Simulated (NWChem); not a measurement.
# BH₂Cl; SMILES ClB

All runs: NWChem. Medium grid unless said otherwise, to which SCAN and Minnesota functionals are sensitive. The geometry was optimised at PBE0-D3(BJ)/def2-TZVP.

Q: Order these by “dipole (D)”, lowest first: LC-wPBE (HJS exchange hole, range parameter 0.4 per bohr)/def2-SVP; PBE0/def2-SVP; PBE/def2-SVP; B3LYP/def2-SVP.

A: PBE/def2-SVP (0.18), B3LYP/def2-SVP (0.31), PBE0/def2-SVP (0.41), LC-wPBE (HJS exchange hole, range parameter 0.4 per bohr)/def2-SVP (0.55)
